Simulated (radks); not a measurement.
Nb, configuration [Kr] 4d4 5s1. Method: scalar-relativistic Kohn-Sham, exchange-only LDA, spin-polarised, spherical densities, finite nucleus; open shells are filled with parallel spins first (spin-orbit coupling, left out, can overturn this in heavy ions); Fermi nuclear charge, rms radius 4.324 fm; computed with a radial shooting solver on a logarithmic mesh with Libxc functionals.

X-ray form factor f0, the Fourier transform of the density (f0(0) = 41):

sin(theta)/lambda (1/angstrom),f0 (electrons)
0.05,39.977
0.1,37.580
0.15,34.842
0.2,32.233
0.25,29.849
0.3,27.699
0.4,24.109
0.5,21.344
0.6,19.135
0.8,15.496
1,12.410
1.25,9.444
1.5,7.529
2,5.675
